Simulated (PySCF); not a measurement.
C2H10N2Si2

C2H10N2Si2 is a small molecule, neutral, singlet. The structure, one conformer, was relaxed in the gas phase by PBE0-D3(BJ)/def2-SVP. No frequency run checks that it is a minimum.

SMILES: CC[SiH]1N[SiH2]N1

Coordinates in Å:
```
N1      0.954    1.007    0.761
Si2     2.487    0.226    0.466
N3      1.732   -0.509   -0.925
Si4     0.202    0.297   -0.656
C5     -1.275   -0.809   -0.328
C6     -2.473   -0.050    0.239
H7      0.698    1.791    1.341
H8      2.952   -0.733    1.520
H9      3.639    1.143    0.186
H10     2.025   -1.236   -1.560
H11    -0.202    1.293   -1.704
H12    -0.952   -1.608    0.359
H13    -1.548   -1.305   -1.277
H14    -3.339   -0.709    0.406
H15    -2.803    0.756   -0.437
H16    -2.226    0.415    1.207
```

Shieldings: GIAO PBE0/pcSseg-1. Shifts are against computed references at the same level: C TMS (σ 184.4 ppm), H TMS (σ 31.27 ppm), Si TMS (σ 352.0 ppm). Core levels by delta-SCF with SCAN, pcX-2 on the ionised atom and pcseg-1 elsewhere, spin-free X2C (2p3/2 is the spin-free 2p value less a third of a first-order spin-orbit splitting); from the vacuum level, for chosen atoms.

(1) Give the shieldings and core levels atom by atom.

(2) Which of Si2, Si4 holds its core electrons tightest, and by how much against the loosest?

(3) By CAM-B3LYP/def2-SVPD (TDDFT singlets, Tamm-Dancoff triplets, ionisation by delta-SCF), where does absorption start, and what does vertical ionisation take?

## Answers

(1) 
```json
{"atoms": "N1", "bonded to": "2 Si + 1 H", "σ (ppm)": "248.9", "δ (ppm)": "-", "core level (eV)": "1s 403.68"}
{"atoms": "Si2", "bonded to": "2 N + 2 H", "σ (ppm)": "371.4", "δ (ppm)": "-19.4", "core level (eV)": "2p3/2 107.02"}
{"atoms": "N3", "bonded to": "2 Si + 1 H", "σ (ppm)": "247.5", "δ (ppm)": "-", "core level (eV)": "1s 403.69"}
{"atoms": "Si4", "bonded to": "1 C + 2 N + 1 H", "σ (ppm)": "345.5", "δ (ppm)": "6.5", "core level (eV)": "2p3/2 106.71"}
{"atoms": "C5", "bonded to": "1 C + 1 Si + 2 H", "σ (ppm)": "168.0", "δ (ppm)": "16.4", "core level (eV)": "1s 289.91"}
{"atoms": "C6", "bonded to": "1 C + 3 H", "σ (ppm)": "178.2", "δ (ppm)": "6.2", "core level (eV)": "-"}
{"atoms": "H7", "bonded to": "1 N", "σ (ppm)": "31.17", "δ (ppm)": "0.10", "core level (eV)": "-"}
{"atoms": "H8", "bonded to": "1 Si", "σ (ppm)": "25.51", "δ (ppm)": "5.75", "core level (eV)": "-"}
{"atoms": "H9", "bonded to": "1 Si", "σ (ppm)": "25.51", "δ (ppm)": "5.75", "core level (eV)": "-"}
{"atoms": "H10", "bonded to": "1 N", "σ (ppm)": "31.35", "δ (ppm)": "-0.08", "core level (eV)": "-"}
{"atoms": "H11", "bonded to": "1 Si", "σ (ppm)": "25.64", "δ (ppm)": "5.62", "core level (eV)": "-"}
{"atoms": "H12", "bonded to": "1 C", "σ (ppm)": "30.54", "δ (ppm)": "0.73", "core level (eV)": "-"}
{"atoms": "H13", "bonded to": "1 C", "σ (ppm)": "30.69", "δ (ppm)": "0.58", "core level (eV)": "-"}
{"atoms": "H14 H15 H16", "bonded to": "1 C", "σ (ppm)": "30.24", "δ (ppm)": "1.03", "core level (eV)": "-"}
```

Values are those of this one static structure, with the three H of a rotating XH3 group averaged; atoms that internal rotation interchanges would show their mean in an NMR spectrum.

(2) Si2 (bonded to 2 N + 2 H), by 0.31 eV over Si4 (bonded to 1 C + 2 N + 1 H).

(3) The first singlet with intensity lies at 6.03 eV (f 0.025); what lies below it is dark. The lowest singlet lies at 5.94 eV (f 0.001), the strongest of the first 6 at 7.46 eV (f 0.040), the lowest triplet at 5.67 eV; vertical ionisation takes 9.14 eV.

The 3 runs behind this took 4.3 min in all, one thread each of Arm Neoverse V1 on a shared host, launched as `OMP_NUM_THREADS=1 python cluster_run.py task.json out`.
